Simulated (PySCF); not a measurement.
All values below come from PBE-D3(BJ)/def2-TZVP // r2SCAN-D4/def2-SVP in PySCF. Isolated molecules, 0 K electronic values unless said otherwise. 

Reference species: [Ti(Cl)(H)3] (neutral, multiplicity 1).

- charge on the central atom (Mulliken) = 0.67 e
- mean distance from the central atom to its bonded neighbours = 1.805 Å

Changed species: [Ti(Cl)3(H)] (1 of 4 Cl replaced by H; the reference has 3 of 4 Cl replaced by H).

What does the change do to the charge on the central atom (Mulliken) and mean distance from the central atom to its bonded neighbours?

the charge on the central atom (Mulliken) rises by 0.19 e, to 0.86 e; the mean distance from the central atom to its bonded neighbours increases by 0.234 Å, to 2.039 Å.
